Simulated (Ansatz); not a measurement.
`C#[C][Hf]([OH])([OH])[Cl]` at its PBE0-D4/def2-TZVP geometry, where that method's forces vanish. Total charge 0; spin multiplicity 1. Hf takes the def2 core potential.

```xyz
9

C     0.2800   -1.4185    2.3102
C     0.1470   -0.7020    1.3388
Hf   -0.0986    0.6261   -0.3828
O     1.4749    0.4770   -1.4379
O    -1.6466    0.0490   -1.3214
Cl   -0.3757    2.8495    0.3642
H     0.3968   -2.0467    3.1647
H     2.1478    0.3868   -2.1049
H    -2.3256   -0.2212   -1.9310
```

(1) What forces (eV/Å) does B3LYP-D4/def2-TZVPP give on these atoms in the Gaussian-basis code of Ansatz? (Best estimate.)

Answers

(1) Computed: 
```
C1   0.013 -0.073  0.090
C2   0.014 -0.071  0.107
Hf3  0.009 -0.033  0.130
O4   0.211 -0.017 -0.130
O5  -0.208 -0.074 -0.114
Cl6 -0.028  0.225  0.078
H7  -0.012  0.066 -0.088
H8   0.038 -0.006 -0.038
H9  -0.038 -0.017 -0.036
```

B3LYP here is the variant with VWN-RPA as its local correlation; programs differ in this.
